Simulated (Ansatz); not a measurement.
Input and output for C2H4FNSi (`N=C1[SiH2]C1F`).

```yaml
crystal:
  periodic: [false, false, false]
  atoms:
    - {symbol: N, position_ang: [-0.318948, 1.477831, -1.283416]}
    - {symbol: C, position_ang: [-0.249800, 0.436707, -0.581083]}
    - {symbol: Si, position_ang: [0.773782, -0.941656, 0.172492]}
    - {symbol: C, position_ang: [-0.705293, 0.086905, 0.780097]}
    - {symbol: F, position_ang: [-0.813925, 1.014055, 1.766135]}
    - {symbol: H, position_ang: [0.253553, 1.396715, -2.123844]}
    - {symbol: H, position_ang: [2.163172, -0.547189, 0.490060]}
    - {symbol: H, position_ang: [0.569461, -2.400909, 0.017072]}
    - {symbol: H, position_ang: [-1.583602, -0.568759, 0.745487]}
basis:
  gaussian: {orbitals: STO-3G}
magnetization: {spin_polarized: true, initial_magnetization: 0}
hamiltonian: {xc: {name: wB97M-V}}
```

```sh
$ ansatz run in.yaml --threads 2 --pin off --events-out ev --progress --plain --max-ram 4352MiB
```

Output, abridged:

```
Functional definition: wB97M-V
433 factors; integrals over basis functions are off by at most 3.4e-5 eV
162 factors; integrals over basis functions are off by at most 1.3e-6 eV
mean field evaluation 1: about -14041.4905 eV, gradient 2.1e1 eV
mean field evaluation 2: about -14041.8135 eV, gradient 2.4e1 eV
mean field evaluation 4: about -14044.7474 eV, gradient 1.0e0 eV
mean field evaluation 8: about -14044.6969 eV, gradient 1.7e-2 eV
mean field evaluation 16: about -14044.6969 eV, gradient 3.7e-5 eV
mean field -14044.69693849 eV, -516.1330926521 hartree, gradient 3.7e-5 eV, S^2 0.000000; 0 other end points of the search recorded, 0 dependent functions left out
reference -14044.69696325 eV, -516.1330935618 hartree; 23, 23 occupied and 10, 10 virtual orbitals, 433 factors
Total energy: -14044.69696325 eV, -516.1330935618 hartree
```

It took 2.7 s on 2 threads of an Intel Xeon 6975P-C on a shared host, with 0.43 GiB of host memory at the peak.
